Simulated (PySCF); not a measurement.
PySCF input (BP86/def2-SVP):

```python
from pyscf import gto, dft

mol = gto.M(
    atom='''
    C     0.14388900   -0.07978100    1.14411300
    Br    0.90124600    1.39283000   -0.11631500
    Br   -0.92591300   -1.37915400   -0.07981900
    ''',
    basis='def2-svp',
    charge=-1,
    spin=1,
    verbose=4,
)

mf = dft.UKS(mol, xc='bp86')
mf.grids.level = 3
mf.conv_tol = 1e-9
mf.max_cycle = 100
mf.max_memory = 1500
mf.kernel()
if not mf.converged:
    mf = mf.newton()
    mf.kernel(mf.make_rdm1())
mo, _, stable, _ = mf.stability(return_status=True)
if not stable:
    mf.kernel(mf.make_rdm1(mo, mf.mo_occ))
    stable = mf.stability(return_status=True)[2]
mf.dip_moment()
```

Output:

```
PySCF version 2.14.0

[INPUT] verbose = 4
[INPUT] num. atoms = 3
[INPUT] num. electrons = 77
[INPUT] charge = -1
[INPUT] spin (= nelec alpha-beta = 2S) = 1
[INPUT] symmetry False subgroup None
[INPUT] Mole.unit = angstrom
[INPUT] Symbol           X                Y                Z      unit          X                Y                Z       unit  Magmom
[INPUT]  1 C      0.143889000000  -0.079781000000   1.144113000000 AA    0.271910802338  -0.150764239944   2.162060225555 Bohr   0.0
[INPUT]  2 Br     0.901246000000   1.392830000000  -0.116315000000 AA    1.703108110860   2.632067238078  -0.219803494179 Bohr   0.0
[INPUT]  3 Br    -0.925913000000  -1.379154000000  -0.079819000000 AA   -1.749721985174  -2.606223343598  -0.150836049537 Bohr   0.0

nuclear repulsion = 302.039929737101
number of shells = 30
number of NR pGTOs = 172
number of NR cGTOs = 78
basis = def2-svp
ecp = {}

******** <class 'pyscf.dft.uks.UKS'> ********
method = UKS
initial guess = minao
damping factor = 0
level_shift factor = 0
DIIS = <class 'pyscf.scf.diis.CDIIS'>
diis_start_cycle = 1
diis_space = 8
diis_damp = 0
SCF conv_tol = 1e-09
SCF conv_tol_grad = None
SCF max_cycles = 100
direct_scf = True
direct_scf_tol = 1e-13
number electrons alpha = 39  beta = 38
XC library pyscf.dft.libxc version 7.1.2
    S. Lehtola, C. Steigemann, M. J. T. Oliveira, and M. A. L. Marques,  SoftwareX 7, 1–5 (2018)
XC functionals = bp86
    A. D. Becke,  Phys. Rev. A 38, 3098 (1988)
    J. P. Perdew,  Phys. Rev. B 33, 8822 (1986)
    J. P. Perdew,  Phys. Rev. B 34, 7406–7406 (1986)
radial grids:
    Treutler-Ahlrichs [JCP 102, 346 (1995); DOI:10.1063/1.469408] (M4) radial grids

becke partition: Becke, JCP 88, 2547 (1988); DOI:10.1063/1.454033
pruning grids: <function nwchem_prune>
grids dens level: 3
symmetrized grids: False
atomic radii adjust function: <function treutler_atomic_radii_adjust>
small_rho_cutoff = 0
Set gradient conv threshold to 3.16228e-05
tot grids = 54968
init E= -5184.04234326119
  alpha nocc = 39  HOMO = -0.155648827504064  LUMO = -0.0814250967803027
  beta  nocc = 38  HOMO = -0.256193661667785  LUMO = -0.15564882750407

WARN: HOMO -0.155648827504064 >= LUMO -0.15564882750407

cycle= 1 E= -5186.24255708698  delta_E= -2.2  |g|= 0.177  |ddm|= 1.41
  alpha nocc = 39  HOMO = 0.0698945053852924  LUMO = 0.166026608850935
  beta  nocc = 38  HOMO = 0.021738472254071  LUMO = 0.131827145098262
  HOMO = 0.0698945053853  LUMO = 0.131827145098  gap/eV = 1.68527
cycle= 2 E= -5186.25446899551  delta_E= -0.0119  |g|= 0.0974  |ddm|= 0.479
  alpha nocc = 39  HOMO = 0.0610062508051317  LUMO = 0.155999192311866
  beta  nocc = 38  HOMO = 0.00207846860174321  LUMO = 0.128230768376638
  HOMO = 0.0610062508051  LUMO = 0.128230768377  gap/eV = 1.82927
cycle= 3 E= -5186.25641597101  delta_E= -0.00195  |g|= 0.0874  |ddm|= 0.24
  alpha nocc = 39  HOMO = 0.0491118817747989  LUMO = 0.148760929366888
  beta  nocc = 38  HOMO = -0.00489293827265014  LUMO = 0.117140666066367
  HOMO = 0.0491118817748  LUMO = 0.117140666066  gap/eV = 1.85116
cycle= 4 E= -5186.26013926312  delta_E= -0.00372  |g|= 0.0264  |ddm|= 0.146
  alpha nocc = 39  HOMO = 0.053411830412188  LUMO = 0.152977820939758
  beta  nocc = 38  HOMO = -0.00129854361887505  LUMO = 0.122868446540305
  HOMO = 0.0534118304122  LUMO = 0.12286844654  gap/eV = 1.89001
cycle= 5 E= -5186.2605947179  delta_E= -0.000455  |g|= 0.00575  |ddm|= 0.0422
  alpha nocc = 39  HOMO = 0.0518230232127457  LUMO = 0.152427018732114
  beta  nocc = 38  HOMO = -0.0018186118121104  LUMO = 0.122835700203773
  HOMO = 0.0518230232127  LUMO = 0.122835700204  gap/eV = 1.93235
cycle= 6 E= -5186.26061682289  delta_E= -2.21e-05  |g|= 0.000801  |ddm|= 0.00739
  alpha nocc = 39  HOMO = 0.0519010024818445  LUMO = 0.152639225167445
  beta  nocc = 38  HOMO = -0.00182255149840538  LUMO = 0.122996826627714
  HOMO = 0.0519010024818  LUMO = 0.122996826628  gap/eV = 1.93462
cycle= 7 E= -5186.26061723622  delta_E= -4.13e-07  |g|= 0.000391  |ddm|= 0.00179
  alpha nocc = 39  HOMO = 0.0519107866297541  LUMO = 0.152663851101027
  beta  nocc = 38  HOMO = -0.00180783918558136  LUMO = 0.123039856191857
  HOMO = 0.0519107866298  LUMO = 0.123039856192  gap/eV = 1.93552
cycle= 8 E= -5186.26061733539  delta_E= -9.92e-08  |g|= 5.85e-05  |ddm|= 0.000627
  alpha nocc = 39  HOMO = 0.0519043435304347  LUMO = 0.15266453099722
  beta  nocc = 38  HOMO = -0.00181120276657687  LUMO = 0.123037418570575
  HOMO = 0.0519043435304  LUMO = 0.123037418571  gap/eV = 1.93563
cycle= 9 E= -5186.26061737443  delta_E= -3.9e-08  |g|= 2.27e-05  |ddm|= 0.000144
  alpha nocc = 39  HOMO = 0.0519027388587925  LUMO = 0.15266666512764
  beta  nocc = 38  HOMO = -0.00181382663214569  LUMO = 0.123035639566488
  HOMO = 0.0519027388588  LUMO = 0.123035639566  gap/eV = 1.93562
cycle= 10 E= -5186.26061737487  delta_E= -4.41e-10  |g|= 5.95e-06  |ddm|= 6.23e-05
  alpha nocc = 39  HOMO = 0.0519055166966531  LUMO = 0.152668708538932
  beta  nocc = 38  HOMO = -0.00181191885865806  LUMO = 0.123038349207119
  HOMO = 0.0519055166967  LUMO = 0.123038349207  gap/eV = 1.93562
Extra cycle  E= -5186.26061733828  delta_E= 3.66e-08  |g|= 1.61e-05  |ddm|= 3.6e-05
converged SCF energy = -5186.26061733828  <S^2> = 0.75321162  2S+1 = 2.003209
uhf_internal: lowest eigs of H = [0.16509097 0.22648093 0.22674949]
<class 'pyscf.dft.uks.UKS'> wavefunction is stable in the internal stability analysis

WARN: System has nonzero charge -1; the dipole moment is origin-dependent.
Location of origin: [0. 0. 0.]

Dipole moment(X, Y, Z, Debye): -0.25141,  0.13939, -1.99903
```

The dipole moment of an ion depends on the origin.

The geometry given is a B3LYP-D3(BJ)/def2-TZVP minimum.
